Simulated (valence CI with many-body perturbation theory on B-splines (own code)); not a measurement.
**Level structure of Se¹⁰⁺**

Method: relativistic CI+MBPT: six valence electrons over a frozen Dirac-Fock core [Ar], radial functions for each j: 7 s, 7 p, 8 d, 6 f, 4 g, 1 h, with the one-electron correlation potential Σ1, the two-electron term Σ2, the three-electron term Σ3, Breit, model QED; selected CI, second order for the rest, scaled by the run's own slope (own B-spline code, finite nucleus).

No measured levels were compared; by estimate terms of the open shell hold to 2 to 4 % of their energy, and close levels can change places. Core correlation moves these levels by up to 5300 cm⁻¹, and in measured spectra 5 to 20 % of such shifts remained as error; rates that hang on mixing are uncertain with them. Among the levels kept, up to 730 cm⁻¹ of a level comes from second order outside the variational space, and about a tenth of that is noise between levels of different J, which matters for small intervals. Only levels of the ground parity were solved; by the run's estimate the other parity begins above the list, which can be wrong where configurations are misplaced.

Levels 1 to 34 of 34, with energies above the lowest level, 3d6 5D_4. "Leading %" is the weight of the configuration and term that name the level; weights of strongly mixed levels are sums over their largest components and can fall short. In the jj column 3d3/2^4 stands for four electrons in 3d with j = 3/2. Lifetimes count E1, E2, E3, M1 and M2 decay at the calculated energies, and are blank where another channel may lead or the interval is too uncertain; long ones can be off by a factor of two.

```
No.  Configuration  Term  J  E (cm⁻¹)  Leading %  Lifetime              Leading jj      g
  1            3d6    5D  4       0.0         98            3d3/2^3 3d5/2^3 (47 %)  1.496
  2            3d6    5D  3      3873         99    498 ms  3d3/2^3 3d5/2^3 (56 %)  1.497
  3            3d6    5D  2      6065         98    1.49 s  3d3/2^2 3d5/2^4 (59 %)  1.498
  4            3d6    5D  1      7401         97    4.52 s  3d3/2^3 3d5/2^3 (50 %)  1.498
  5            3d6    5D  0      8095         97    18.7 s  3d3/2^2 3d5/2^4 (70 %)       
  6            3d6    3P  2     43786         95   13.1 ms  3d3/2^4 3d5/2^2 (39 %)  1.489
  7            3d6    3H  6     44678         97   10400 s  3d3/2^3 3d5/2^3 (75 %)  1.161
  8            3d6    3H  4     45228         46   37.0 ms  3d3/2^4 3d5/2^2 (53 %)  0.990
  9            3d6    3H  5     46132         85    5.79 s  3d3/2^3 3d5/2^3 (74 %)  1.057
 10            3d6    3F  4     50607         53   21.6 ms  3d3/2^2 3d5/2^4 (79 %)  1.047
 11            3d6    3F  3     50916         84   21.7 ms  3d3/2^3 3d5/2^3 (63 %)  1.037
 12            3d6    3F  2     52345         97   45.1 ms  3d3/2^3 3d5/2^3 (44 %)  0.677
 13            3d6    3P  1     54338         95   8.94 ms    3d3/2 3d5/2^5 (60 %)  1.478
 14            3d6    3P  0     56432         86   10.4 ms  3d3/2^3 3d5/2^3 (44 %)       
 15            3d6    3G  5     57256         85   75.1 ms  3d3/2^2 3d5/2^4 (74 %)  1.174
 16            3d6    3G  4     60459         82   78.4 ms  3d3/2^2 3d5/2^4 (37 %)  1.059
 17            3d6    3G  3     61559         84   50.3 ms  3d3/2^2 3d5/2^4 (66 %)  0.799
 18            3d6    1I  6     69735         97   50.7 ms  3d3/2^2 3d5/2^4 (75 %)  1.003
 19            3d6    3D  2     70731         89   28.6 ms  3d3/2^2 3d5/2^4 (48 %)  1.158
 20            3d6    3D  1     71601         97   22.4 ms  3d3/2^2 3d5/2^4 (57 %)  0.523
 21            3d6    3D  3     72203         97   17.5 ms  3d3/2^3 3d5/2^3 (55 %)  1.326
 22            3d6    1G  4     74526         89   12.4 ms  3d3/2^2 3d5/2^4 (42 %)  1.005
 23            3d6    1S  0     84767         85   5.89 ms          3d5/2^6 (35 %)       
 24            3d6    1D  2     85193         87   12.9 ms    3d3/2 3d5/2^5 (37 %)  1.010
 25            3d6    1F  3     97707         91            3d3/2^3 3d5/2^3 (74 %)  1.006
 26            3d6    3P  0    110980         96            3d3/2^4 3d5/2^2 (48 %)       
 27            3d6    3P  1    113890         99            3d3/2^3 3d5/2^3 (78 %)  1.497
 28            3d6    3F  4    117040         96            3d3/2^2 3d5/2^4 (60 %)  1.241
 29            3d6    3F  2    117210         99   9.85 ms  3d3/2^2 3d5/2^4 (66 %)  0.669
 30            3d6    3F  3    118920         92              3d3/2 3d5/2^5 (44 %)  1.078
 31            3d6    3P  2    120760         98   10.5 ms  3d3/2^2 3d5/2^4 (53 %)  1.492
 32            3d6    1G  4    132560         96            3d3/2^2 3d5/2^4 (52 %)  1.007
 33            3d6    1D  2    176360         99            3d3/2^2 3d5/2^4 (69 %)  0.999
 34            3d6    1S  0    227470         99            3d3/2^2 3d5/2^4 (74 %)
```

Names give the largest LS component (configuration and term), which can be under half, so a name can repeat, a term be missing and a line seem to break the LS rules; names also repeat where a configuration has a term twice.

The ionisation energy to 3d5 6S_5/2 of the next ion comes out as 291.52 eV (NIST: 291 ± 2.4 eV (theoretical)). All 34 levels together are meant to be complete up to 236500 cm⁻¹.
